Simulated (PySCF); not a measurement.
Compound: BClH5PSi.
Z-matrix (Å and degrees, PBE0-D3(BJ)/def2-SVP geometry), rows numbered from 1:
```
Si
P   1  2.2543
B   2  1.8836  1   98.58
Cl  3  1.7493  2  122.64  1   130.13
H   1  1.4923  2  107.96  3  -170.98
H   1  1.4937  2  113.99  3   -49.71
H   1  1.4916  2  106.43  3    70.97
H   2  1.4238  1  100.98  3   103.54
H   3  1.2062  2  119.43  1   -54.90
```

Method used: EOM-IP-CCSD/aug-cc-pVDZ in PySCF, restricted Hartree–Fock reference, frozen core, non-relativistic, gas phase, PBE0-D3(BJ)/def2-SVP geometry.

Hartree–Fock orbital energies give these Koopmans values (eV): HOMO 9.96, HOMO-1 11.39, HOMO-2 12.61, HOMO-3 13.27, HOMO-4 13.41, HOMO-5 13.77, HOMO-6 14.37, HOMO-7 15.37.

Question: What vertical ionisation energies does EOM-IP-CCSD give?

Answer: 
| leading hole (HF orbital) | Koopmans (eV) | EOM-IP-CCSD (eV) | change (eV) | one-hole share |
| --- | --- | --- | --- | --- |
| HOMO | 9.96 | 9.52 | -0.44 | 0.95 |
| HOMO-1 | 11.39 | 10.65 | -0.74 | 0.95 |
| HOMO-2 | 12.61 | 11.79 | -0.82 | 0.95 |
| HOMO-3 | 13.27 | 12.42 | -0.85 | 0.94 |
| HOMO-4 | 13.41 | 12.59 | -0.82 | 0.94 |
| HOMO-5 | 13.77 | 12.91 | -0.86 | 0.93 |
| HOMO-6 | 14.37 | 13.30 | -1.07 | 0.94 |
| HOMO-7 | 15.37 | 14.25 | -1.12 | 0.94 |

Question: Does the order of the lines follow the orbital energies?

Answer: Yes, no two lines change places. The corrections run from -1.12 to -0.44 eV, with a mean of -0.84 eV over the 8 lines; no line lies above its Koopmans value.

Question: At what kinetic energies would He I light (21.22 eV) eject these electrons?

Answer: 11.70 eV (HOMO), 10.57 eV (HOMO-1), 9.43 eV (HOMO-2), 8.80 eV (HOMO-3), 8.63 eV (HOMO-4), 8.31 eV (HOMO-5), 7.92 eV (HOMO-6), 6.97 eV (HOMO-7).

Question: What total energy has the lowest final state, and which wavelength reaches it?

Answer: E(CCSD) + ionisation energy = -1117.34514 + 0.34975 = -1116.99539 Eh, at the geometry of the initial state. The threshold wavelength is 1239.84 eV nm/9.52 eV = 130.2 nm.

One root was sought for each valence orbital with −ε under 21 eV, eight at most, so deeper holes and satellites are missing; no vibrational structure.

The run took 2.7 min of wall time on one thread of an AMD EPYC 7R13, shared host with 128 logical CPUs at a one-minute load of 178, and the process peaked at 2.5 GiB of memory.

One conformer stands for the species.
